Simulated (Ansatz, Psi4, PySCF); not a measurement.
CH3, charge -1, singlet, at a GFN2-xTB geometry (in this run its highest filled SCF level lies above zero, so its values depend strongly on the basis, on diffuse functions most of all). Base run: WB97X/STO-3G (PySCF).

Input for PySCF:
```python
from pyscf import gto, scf, dft

mol = gto.M(
    atom='''
C     0.094435    0.098442    0.100706
H    -0.627209   -0.621425    0.624633
H     0.663992   -0.608499   -0.598808
H    -0.603395    0.639270   -0.630059
''',
    basis='sto-3g',
    charge=-1,
    spin=0,
    verbose=4,
)

mf = dft.RKS(mol)
mf.xc = 'wb97x'
mf.kernel()
```

The same geometry, method and basis name were run in Ansatz (a program for electronic structure) and Psi4 and PySCF, at each program's defaults and at the settings that a row names. The base is PySCF at its defaults. Differences at the defaults can come from grids, fitting, cores and function types together.

```csv
code and settings,ΔE vs base (µEh),basis functions,E (Eh),SCF cycles
"PySCF, defaults (exact integrals, its default grid, spherical functions)",0.0,8,-39.13589,7
"Psi4, defaults (density fitting with its default set, its default grid, spherical functions)",-366,8,-39.13626,6
"Ansatz, defaults (factorised integrals, its default grid, spherical functions)",2.1,8,-39.13589,-
"PySCF, density fitting with def2-universal-jkfit",-359,8,-39.13625,7
"PySCF, fine grid",1.7,8,-39.13589,7
"Psi4, exact integrals, spherical functions, fine grid",1.8,8,-39.13589,7
"Ansatz, high accuracy",1.8,8,-39.13589,-
```
